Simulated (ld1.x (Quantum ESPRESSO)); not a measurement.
Varying the TM potential for C

Base potential:

carbon, norm-conserving Troullier–Martins (Kleinman–Bylander form), made with ld1.x (Quantum ESPRESSO) 7.5 (PBE, scalar-relativistic). Core [He], reference 2s2 2p1 (charge +1). Waves: 2s (bound): rc 0.80 bohr; 3d channel at 0.3 Ry: rc 1.60 bohr; 2p (bound): rc 1.65 bohr. Local part: the p channel. Core correction: none.

All-electron outer shells of the reference configuration (PBE, scalar-relativistic, ld1.x):

```
shell  level (eV)  outermost node (bohr)  outermost maximum (bohr)
   2s      -25.76                   0.38                      1.17
   2p      -17.00                      –                      1.11
```

Cutoffs, loose and tight: the cutoffs (Ry, on a coarse ladder) from which the occupation-weighted sum of valence levels, in a spherical-Bessel basis at the reference potential, stays within 10 and 1 mRy of its value at 400 Ry. They do not see the model core or the augmentation charge, which bear on the density cutoff. Test errors are all-electron minus pseudo excitation energies from the reference, over the configurations 2s2 2p2; 2s2 2p0; 2s1 2p0; 2s1 2p2; 2s2 2p2.3; 2s1 2p3; 2s0 2p4. A dash means not determined; rows that change the core or the reference have their own tests.

```csv
change,outcome,"cutoff, loose","cutoff, tight",bound ghosts,largest test error (meV)
base,generated,100 Ry,230 Ry,none,+273
core correction a·sin(br)/r model core inside 0.34 bohr,generated,100 Ry,230 Ry,none,+168
core correction a·sin(br)/r model core inside 0.42 bohr,generated,100 Ry,230 Ry,none,+170
core correction a·sin(br)/r model core inside 0.46 bohr,generated,100 Ry,230 Ry,none,+176
core correction a·sin(br)/r model core inside 0.56 bohr,generated,100 Ry,230 Ry,none,+211
core correction a·sin(br)/r model core inside 0.66 bohr,generated,100 Ry,230 Ry,none,+259
core correction a·sin(br)/r model core inside 0.70 bohr,generated,100 Ry,230 Ry,none,+244
core correction a·sin(br)/r model core inside 0.78 bohr,generated,100 Ry,230 Ry,none,+202
core correction a·sin(br)/r model core inside 0.88 bohr,generated,100 Ry,230 Ry,none,+217
core correction a·sin(br)/r model core inside 0.94 bohr,generated,100 Ry,230 Ry,none,+231
```
